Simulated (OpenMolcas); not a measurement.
## Ni2+: effect of the basis set

- Program: OpenMolcas 26.06
- Method: CASSCF
- Active space: 8 electrons in 5 orbitals (3d)
- State averaging: 2S+1 = 3 even, 10 roots; 2S+1 = 1 even, 15 roots
- Spin-orbit coupling: RASSI with atomic mean-field integrals over the reference wave functions, term energies averaged over their components

A. ANO-R1 [5s4p2d1f], X2C, finite nucleus; cost roughly 6 core-seconds
B. ANO-RCC-VTZP [6s5p3d2f1g], DKH2, point nucleus; cost of the order of 4 core-seconds
C. ANO-L-VTZP [6s5p3d2f1g], non-relativistic, point nucleus; cost of the order of 6 core-seconds
D. ANO-R2 [6s5p4d2f1g], X2C, finite nucleus; cost about 7 core-seconds
E. ANO-RCC-VQZP [7s6p4d3f2g1h], DKH2, point nucleus; cost roughly 7 core-seconds
F. ANO-R3 [7s5p5d3f2g1h], X2C, finite nucleus; cost about 11 core-seconds

Energies in eV above 3d⁸ ³F₄, the measured ground level; measured values from Corliss and Sugar, J. Phys. Chem. Ref. Data 10, 197 (1981).

```tsv
Level	A	B	C	D	E	F	Measured
3d⁸ ³F₄	0.0000	0.0000	0.0000	0.0000	0.0000	0.0000	0.0000
3d⁸ ³F₃	0.1695	0.1667	0.1710	0.1684	0.1692	0.1684	0.1687
3d⁸ ³F₂	0.2859	0.2815	0.2884	0.2842	0.2855	0.2842	0.2814
3d⁸ ¹D₂	2.1080	2.1306	2.1296	2.1255	2.1254	2.1257	1.7397
3d⁸ ³P₂	2.5560	2.5780	2.5807	2.5746	2.5749	2.5749	2.0658
3d⁸ ³P₁	2.6043	2.6261	2.6294	2.6230	2.6233	2.6232	2.1050
3d⁸ ³P₀	2.6382	2.6596	2.6636	2.6567	2.6571	2.6569	2.1363
3d⁸ ¹G₄	3.2697	3.3020	3.3024	3.2951	3.2951	3.2954	2.8651
3d⁸ ¹S₀	7.8748	7.9584	7.9542	7.9377	7.9368	7.9383	6.5131
```

Deviations, from unrounded energies. A percentage is the sum of absolute deviations over the sum of measured energies, with the sign that they share, or ± where signs differ.

| Against measurement | Levels | A | B | C | D | E | F |
| --- | --- | --- | --- | --- | --- | --- | --- |
| mean absolute deviation (cm-1) | 8 | 3700 | 3900 | 3900 | 3800 | 3800 | 3800 |
| fine structure of the ground term (%) | 2 | +1.2 | ±0.5 | +2.1 | ±0.7 | +1.0 | ±0.7 |
| other terms of the ground configuration (%) | 6 | +20.8 | +22.0 | +22.0 | +21.7 | +21.7 | +21.7 |

A, D, E, F lie about equally close to measurement and C furthest from it. The largest miss of A in the table is 3d⁸ ¹S₀, by +11000 cm-1. The ranking rests on the paired levels alone, and a cruder setting can come out closer through cancelling errors.

Among A to F the level of the table that moves most is 3d⁸ ¹S₀, by 670 cm-1 (lowest in A, highest in B).

Without dynamic correlation excited terms often stand tens of per cent too high (terms of higher spin than the ground term too low), and those without a measured partner can miss by more than the paired ones. Some levels mix across a computed gap that differs much from the measured one, so their mixing is not that of the real levels. Computed and measured levels are paired by configuration, term and J; levels that our copy of the source lacks, or whose pairing is in doubt (as where it misses far off the trend of its configuration), stay unpaired and out of the deviations. Only configurations of the active space appear.
